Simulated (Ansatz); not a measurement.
Mg2Zn2⁻. Total charge -1; doublet. Geometry PBE/def2-SVP, that of the neutral singlet; atoms count from 1.

```xyz
4

Mg   -0.628    0.390    1.665
Mg    1.394   -1.172   -0.056
Zn   -1.217   -0.598   -0.887
Zn    0.451    1.380   -0.721
```

The highest occupied level of the charge -1 doublet lies above zero (up to 0.20 eV). By energy differences its removal costs 0.90 eV (vertical, to the charge 0 singlet, at PBE0/def2-TZVPD); a positive level beside a positive removal energy at the same level points to self-interaction error. The structure comes from a short search, and lower isomers may exist.

(1) Estimate the Mulliken populations from the PBE0/def2-TZVPD orbitals of Ansatz.

(2) Where does the spin sit?

(3) And the Mayer bond orders between bonded heavy atoms (over 0.3)?

Results:

(1) 
| atom | charge (e) | spin (α − β) | d electrons |
| --- | --- | --- | --- |
| Mg1 | -0.26 | 0.29 | – |
| Mg2 | -0.26 | 0.29 | – |
| Zn3 | -0.24 | 0.21 | 10.02 |
| Zn4 | -0.24 | 0.21 | 10.02 |
Mulliken values and Mayer orders depend strongly on the basis. With diffuse functions, as here, like atoms can get unlike values, and bond orders can come out too low or too high.

(2) Summed by element: Mg 0.58, Zn 0.42, of 1 unpaired in all. Largest on single atoms: Mg2 0.29, Mg1 0.29, Zn3 0.21.

(3) Mg1–Zn3 0.62 (2.80 Å); Mg1–Zn4 0.62 (2.80 Å); Mg2–Zn3 0.62 (2.80 Å); Mg2–Zn4 0.62 (2.80 Å); Zn3–Zn4 0.76 (2.59 Å); Mg1–Mg2 0.73 (3.08 Å).
